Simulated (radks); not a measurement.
Zn2+, configuration [Ar] 3d10. All-electron calculation, Dirac Kohn-Sham, PBE, spin-unpolarised, spherical densities, finite nucleus; Fermi nuclear charge, rms radius 3.9283 fm. Program: a radial shooting solver on a logarithmic mesh with Libxc functionals.

Normalised radial functions P(r) = r R(r) (large component), r in bohr:

```
   r/bohr * 2p3/2, o 3p1/2 (the largest magnitude, 2.17, reaches the edge; | marks zero, & curves that meet)
 0.002131                             &
 0.002709                             &
 0.003472                             &
 0.004413                             &
  0.00561                             &
 0.007132                             &
  0.00914                             o*
  0.01162                             o*
  0.01477                             |o*
  0.01878                             |o *
  0.02387                             | o *
  0.03059                             | o   *
  0.03889                             |  o    *
  0.04943                             |    o      *
  0.06284                             |     o         *
  0.08053                             |      o            *
   0.1024                             |       o               *
   0.1301                             |       o                  *
   0.1654                             |      o                   *
   0.2103                             |  o                     *
   0.2695                           o |                  *
   0.3426                     o       |            *
   0.4356                o            |      *
   0.5537             o               |  *
   0.7096              o              |*
    0.902                 o           *
    1.147                      o      *
    1.458                         o   *
    1.853                            o*
    2.375                             &
    3.019                             &
```

2p3/2: eigenvalue -1016.4 eV, 0 radial nodes, <r> = 0.199 bohr, 90 % of the charge inside 0.326 bohr. 3p1/2: eigenvalue -106.34 eV, 1 radial node at r = 0.247 bohr, <r> = 0.707 bohr, 90 % of the charge inside 1.09 bohr.
